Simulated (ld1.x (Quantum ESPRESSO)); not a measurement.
**What one change does to a pseudopotential (platinum (Pt), TM)**

* Element: Pt
* Generator: ld1.x (Quantum ESPRESSO) 7.5
* Type: norm-conserving Troullier–Martins (Kleinman–Bylander form)
* Functional: PBEsol
* Relativity: scalar-relativistic
* Frozen core: [Xe] 4f14
* Valence charge: 10
* Reference configuration: 5d9 6s0.5 6p0 (charge +0.5)
* Partial waves: 6s (bound): rc 2.50 bohr; 6p (bound, empty): rc 2.90 bohr; 5d (bound): rc 2.05 bohr
* Local potential: all-electron potential smoothed inside 1.65 bohr (lloc = -2)
* Core correction: Bessel-smoothed model core inside 1.35 bohr

Change: all radii but the core radius scaled by about 1.07 (s 2.68, p 3.12, d 2.20 bohr); local potential all-electron potential smoothed inside 1.76 bohr (lloc = -2).

Cutoffs: the cutoffs (Ry, on a coarse ladder) from which the occupation-weighted sum of valence levels, in a spherical-Bessel basis at the reference potential, stays within 10 and 1 mRy of its value at 400 Ry; they do not see the model core or the augmentation charge, which bear on the density cutoff. Errors are all-electron minus pseudo energies relative to the spin-unpolarised reference configuration.

Q: Predict the effect on cutoff, ghosts and configuration errors.

A: The potential gets neither clearly harder nor softer (40 Ry and 50 Ry → 40 Ry and 45 Ry); both files keep a bound ghost (s); the number of tests that count goes from 6 to 7; of the 6 tests that both files solve, the error grows in 1 and shrinks in 3 by more than 15 % and 0.3 meV (median size 20.1 → 8.9 meV).

| quantity | base | changed |
| --- | --- | --- |
| cutoff, loose | 40 Ry | 40 Ry |
| cutoff, tight | 50 Ry | 45 Ry |
| loose cutoff by channel (10 mRy a level) | s 15 Ry, d 35 Ry | s 8 Ry, d 35 Ry |
| bound ghosts | s | s |
| tests counted (converged, no solver errors) | 6 of 7 | 7 of 7 |
| error for 5d9 6s1 6p0, meV [ΔE -3.71 eV] | -1.8 | -0.3 |
| error for 5d9 6s0 6p0, meV [ΔE 5.51 eV] | -5.9 | -5.2 |
| error for 5d8 6s0 6p0, meV [ΔE 25.51 eV] | -34 | -41 |
| error for 5d8 6s2 6p0, meV [ΔE -2.72 eV] | -79 | -13 |
| error for 5d7 6s0 6p0, meV [ΔE 57.76 eV] | -200 | -219 |
| error for 5d9.5 6s0.5 6p0, meV [ΔE -3.83 eV] | -5.5 | -0.6 |

Base: Tests not counted: 5d8 6s1 6p0 (solver errors, printed error -3.6 eV). Changed file: These tests converged, but a pseudo level misses the all-electron one widely, so the file describes the atom poorly there or has found another state: 5d7 6s0 6p0: empty 6s by 4.3 eV (a node warning on the way). A true bound ghost makes a file unfit for plane-wave use even where its test errors are small: the radial tests pick states by their node count and pass the ghost by. Where a test does run into it, the solver fails or the error is huge.
